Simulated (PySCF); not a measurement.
# CsH: frontier orbitals

r²SCANh at R = 2.578 Å; PySCF, scalar-relativistic core potentials, basis sets Cs def2-SVP with ECP46, H def2-SVP. State: ¹Σ⁺ (singlet), closed shell. Only the outer orbitals are listed, counted within each symmetry, core potentials removing the inner ones.

| orbital | occ. | ε (eV) | on Cs (%) | main shells (%) |
| --- | --- | --- | --- | --- |
| 1σ | 2 | -28.46 | 100 | 100 Cs s |
| 1π | 2 | -14.34 | 100 | 100 Cs p |
| 1π | 2 | -14.34 | 100 | 100 Cs p |
| 2σ | 2 | -14.02 | 99 | 99 Cs p |
| 3σ | 2 | -3.36 | 32 | 68 H s, 19 Cs s, 10 Cs d |
| 4σ | 0 | -0.71 | 94 | 71 Cs s, 21 Cs p |
| 2π | 0 | 0.43 | 100 | 94 Cs p |
| 2π | 0 | 0.43 | 100 | 94 Cs p |

Question: Which are the highest filled and the lowest empty level, where do they sit, and how wide is the gap?

Answer: Highest filled 3σ at -3.36 eV (in %: 68 H s, 19 Cs s, 10 Cs d); lowest empty 4σ at -0.71 eV (in %: 71 Cs s, 21 Cs p); the gap at r²SCANh is 2.65 eV.

* bond order (Mayer): 0.86
* ⟨S²⟩: 0.000
* charge on Cs (Mulliken, basis-dependent): 0.37
* charge on Cs (Löwdin, basis-dependent): 0.31
* dipole moment (positive dipole means Cs(−)H(+)): -8.38 D

Spin–orbit coupling is left out.
